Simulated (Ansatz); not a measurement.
Consider the ligand exchange at the Si–C bond: `[SiH3]CO[SiH2]Cl` + `[OH][Cd][O][SiH3]` → `[SiH3][O][Cd][O][SiH3]` + `CO[SiH2]Cl`.

Gas-phase electronic energies from Ansatz, PBE0-D4/def2-TZVP geometries. CCSD(T)/CBS adds triple-zeta CCSD(T) − MP2 to the extrapolated MP2 energy (def2 sets, frozen cores). DFT in def2-TZVPP. B3LYP here is the variant with VWN-RPA as its local correlation; programs differ in this. Elements past krypton have def2 core potentials. For Cd outer-core shells are correlated without core-valence functions, which leaves a few kJ/mol of doubt a bond. Each species was taken in one conformer, which may not be the lowest.

Task: Is it downhill or uphill in electronic energy at CCSD(T)/CBS, and by how much? (Estimate.)

Result: Ansatz gave: Downhill: ΔE = -29.2 kcal/mol.

Task: What do these levels give: r2SCAN-D4, PBE0-D4, B3LYP-D4, HF/def2-TZVPP, SCS-MP2/def2-QZVPP, HF/CBS(def2)? (Estimate.)

Result: Ansatz gave: r2SCAN-D4 -28.8, PBE0-D4 -27.4, B3LYP-D4 -29.0, HF/def2-TZVPP -36.3, SCS-MP2/def2-QZVPP -31.3, HF/CBS(def2) -36.5 kcal/mol.

Largest T1 diagnostic among the species: 0.016.

In def2-TZVPP, CCSD(T) changes the Hartree–Fock value by +6.2 kcal/mol (the triples alone add +0.8 kcal/mol) and MP2 by +5.6 kcal/mol. From PBE to PBE0 (25 % exact exchange), in def2-TZVPP and without D4, ΔE moves by −2.4 kcal/mol.
